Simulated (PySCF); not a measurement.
PySCF input (M06-2X/def2-TZVPD):

```python
from pyscf import gto, scf, dft

mol = gto.M(
    atom='''
    Cs   -0.00000000   -0.00000000   -2.36930431
    Cs    0.00000000    0.00000000    2.36930431
    ''',
    basis='def2-tzvpd',
    ecp='def2-tzvp',
    charge=1,
    spin=1,
    symmetry='D2h',
    verbose=4,
)

mf = dft.UKS(mol, xc='m062x').density_fit(auxbasis='def2-universal-jkfit')
mf.grids.level = 4
mf.conv_tol = 1e-9
mf.max_cycle = 100
mf.max_memory = 1500
mf.kernel()
if not mf.converged:
    mf = mf.newton()
    mf.kernel(mf.make_rdm1())
mf.analyze()
```

End of the output:

```
Extra cycle  E= -40.0326436185891  delta_E= -5.68e-13  |g|= 1.43e-07  |ddm|= 1.33e-05
converged SCF energy = -40.0326436185891  <S^2> = 0.750704  2S+1 = 2.0007039
**** SCF Summaries ****
Total Energy =                         -40.032643618589134
Nuclear Repulsion Energy =               9.045556939142191
One-electron Energy =                  -81.730414842894561
Two-electron Energy =                   32.652214285163240
Two-electron Coulomb Energy =           38.693200353369988
DFT Exchange-Correlation Energy =       -6.040986068206752
HOMO-LUMO gap [eV] =                    -0.132719960465764
Wave-function symmetry = Ag
alpha occupancy for each irrep:     Ag  B1g  B2g  B3g   Au  B1u  B2u  B3u
                                     3    0    1    1    0    2    1    1
beta  occupancy for each irrep:     Ag  B1g  B2g  B3g   Au  B1u  B2u  B3u
                                     2    0    1    1    0    2    1    1
**** MO energy ****
alpha MO #1 (Ag #1), energy= -1.26915205076323 occ= 1
alpha MO #2 (B1u #1), energy= -1.26904238993793 occ= 1
alpha MO #3 (Ag #2), energy= -0.721506578440743 occ= 1
alpha MO #4 (B2u #1), energy= -0.721312161664049 occ= 1
alpha MO #5 (B3u #1), energy= -0.721312161664049 occ= 1
alpha MO #6 (B2g #1), energy= -0.7207703223179 occ= 1
alpha MO #7 (B3g #1), energy= -0.7207703223179 occ= 1
alpha MO #8 (B1u #2), energy= -0.717981878942077 occ= 1
alpha MO #9 (Ag #3), energy= -0.238443232388621 occ= 1
alpha MO #10 (B1u #3), energy= -0.11536671193346 occ= 0
alpha MO #11 (B2u #2), energy= -0.114953323379836 occ= 0
alpha MO #12 (B3u #2), energy= -0.114953323379836 occ= 0
alpha MO #13 (Ag #4), energy= -0.088170554948112 occ= 0
alpha MO #14 (Ag #5), energy= -0.0804465620745376 occ= 0
alpha MO #15 (B2u #3), energy= -0.0750592687646526 occ= 0
alpha MO #16 (B3u #3), energy= -0.0750592687646521 occ= 0
alpha MO #17 (Ag #6), energy= -0.0746690568096334 occ= 0
alpha MO #18 (B1g #1), energy= -0.0746654316600167 occ= 0
alpha MO #19 (B1u #4), energy= -0.0727567441240839 occ= 0
alpha MO #20 (B2g #2), energy= -0.0712761457542204 occ= 0
alpha MO #21 (B3g #2), energy= -0.0712761457542205 occ= 0
alpha MO #22 (B1u #5), energy= -0.0541096400679466 occ= 0
alpha MO #23 (Au #1), energy= -0.0541051608914567 occ= 0
alpha MO #24 (Ag #7), energy= -0.0492241680637322 occ= 0
alpha MO #25 (B1u #6), energy= -0.0484278853714273 occ= 0
alpha MO #26 (B2g #3), energy= -0.0361125744414718 occ= 0
alpha MO #27 (B3g #3), energy= -0.0361125744414768 occ= 0
alpha MO #28 (Ag #8), energy= -0.0297956382066416 occ= 0
alpha MO #29 (B1g #2), energy= -0.0297875702342684 occ= 0
alpha MO #30 (B2u #4), energy= -0.0289051791776629 occ= 0
alpha MO #31 (B3u #4), energy= -0.0289051791776616 occ= 0
alpha MO #32 (Ag #9), energy= -0.0253756226710302 occ= 0
alpha MO #33 (B1u #7), energy= -0.0245790248377944 occ= 0
alpha MO #34 (Au #2), energy= -0.0245695009798975 occ= 0
alpha MO #35 (B1u #8), energy= -0.0177530554836984 occ= 0
alpha MO #36 (B2g #4), energy= -0.0167954627256896 occ= 0
alpha MO #37 (B3g #4), energy= -0.0167954627256969 occ= 0
alpha MO #38 (B2u #5), energy= -0.0138418840159122 occ= 0
alpha MO #39 (B3u #5), energy= -0.0138418840159122 occ= 0
alpha MO #40 (B1u #9), energy= -0.00428596739329223 occ= 0
alpha MO #41 (Ag #10), energy= -0.00159599567139335 occ= 0
alpha MO #42 (B2g #5), energy= 0.00312618051655839 occ= 0
alpha MO #43 (B3g #5), energy= 0.00312618051655605 occ= 0
alpha MO #44 (B1u #10), energy= 0.0651353556007683 occ= 0
alpha MO #45 (B2u #6), energy= 0.248176764924865 occ= 0
alpha MO #46 (B3u #6), energy= 0.248176764924865 occ= 0
alpha MO #47 (B1g #3), energy= 0.258216444130412 occ= 0
alpha MO #48 (Ag #11), energy= 0.258225736632086 occ= 0
alpha MO #49 (Ag #12), energy= 0.268500839953235 occ= 0
alpha MO #50 (Au #3), energy= 0.278287942660437 occ= 0
alpha MO #51 (B1u #11), energy= 0.278295231252 occ= 0
alpha MO #52 (B2g #6), energy= 0.289456690882597 occ= 0
alpha MO #53 (B3g #6), energy= 0.289456690882598 occ= 0
alpha MO #54 (B1u #12), energy= 0.323204919140885 occ= 0
alpha MO #55 (Ag #13), energy= 0.357293875500363 occ= 0
alpha MO #56 (B2u #7), energy= 0.378764034301505 occ= 0
alpha MO #57 (B3u #7), energy= 0.378764034301506 occ= 0
alpha MO #58 (B1u #13), energy= 0.392291141816523 occ= 0
alpha MO #59 (B2g #7), energy= 0.40312443679272 occ= 0
alpha MO #60 (B3g #7), energy= 0.403124436792717 occ= 0
alpha MO #61 (B1u #14), energy= 0.442608408309471 occ= 0
alpha MO #62 (Ag #14), energy= 0.457688576034252 occ= 0
alpha MO #63 (Ag #15), energy= 19.6143484270204 occ= 0
alpha MO #64 (B1u #15), energy= 19.627846165267 occ= 0
beta  MO #1 (Ag #1), energy= -1.26699623893168 occ= 1
beta  MO #2 (B1u #1), energy= -1.26673110010822 occ= 1
beta  MO #3 (Ag #2), energy= -0.721514332263749 occ= 1
beta  MO #4 (B2u #1), energy= -0.721129283337405 occ= 1
beta  MO #5 (B3u #1), energy= -0.721129283337406 occ= 1
beta  MO #6 (B2g #1), energy= -0.720418503824591 occ= 1
beta  MO #7 (B3g #1), energy= -0.720418503824591 occ= 1
beta  MO #8 (B1u #2), energy= -0.715856108096133 occ= 1
beta  MO #9 (Ag #3), energy= -0.243320601015423 occ= 0
beta  MO #10 (B2u #2), energy= -0.174170152580864 occ= 0
beta  MO #11 (B3u #2), energy= -0.174170152580864 occ= 0
beta  MO #12 (B1u #3), energy= -0.123848743993217 occ= 0
beta  MO #13 (Ag #4), energy= -0.103642837680243 occ= 0
beta  MO #14 (Ag #5), energy= -0.0886713922831384 occ= 0
beta  MO #15 (B1g #1), energy= -0.0886662506199971 occ= 0
beta  MO #16 (Ag #6), energy= -0.0791661981882581 occ= 0
beta  MO #17 (B1u #4), energy= -0.0676442721697075 occ= 0
beta  MO #18 (Au #1), energy= -0.0676412190603796 occ= 0
beta  MO #19 (B1u #5), energy= -0.066380612995355 occ= 0
beta  MO #20 (B2g #2), energy= -0.0630669787762326 occ= 0
beta  MO #21 (B3g #2), energy= -0.0630669787762332 occ= 0
beta  MO #22 (B2u #3), energy= -0.0606346083285474 occ= 0
beta  MO #23 (B3u #3), energy= -0.0606346083285473 occ= 0
beta  MO #24 (B2g #3), energy= -0.0314261027301644 occ= 0
beta  MO #25 (B3g #3), energy= -0.0314261027301646 occ= 0
beta  MO #26 (B1u #6), energy= -0.0192346740307463 occ= 0
beta  MO #27 (Ag #7), energy= -0.00833497856215448 occ= 0
beta  MO #28 (Ag #8), energy= 0.00479816711939307 occ= 0
beta  MO #29 (B2u #4), energy= 0.00895303995880919 occ= 0
beta  MO #30 (B3u #4), energy= 0.00895303995880919 occ= 0
beta  MO #31 (B2g #4), energy= 0.0140900629248277 occ= 0
beta  MO #32 (B3g #4), energy= 0.0140900629248264 occ= 0
beta  MO #33 (B1u #7), energy= 0.0152965283133975 occ= 0
beta  MO #34 (B1u #8), energy= 0.0317759965881244 occ= 0
beta  MO #35 (Au #2), energy= 0.0317894181718067 occ= 0
beta  MO #36 (B1g #2), energy= 0.0319056315999404 occ= 0
beta  MO #37 (Ag #9), energy= 0.0319358023939644 occ= 0
beta  MO #38 (B1u #9), energy= 0.0332828605903686 occ= 0
[...]
```

This state (charge 1, doublet) is run at the relaxed geometry of the species with charge 0 and multiplicity 1.
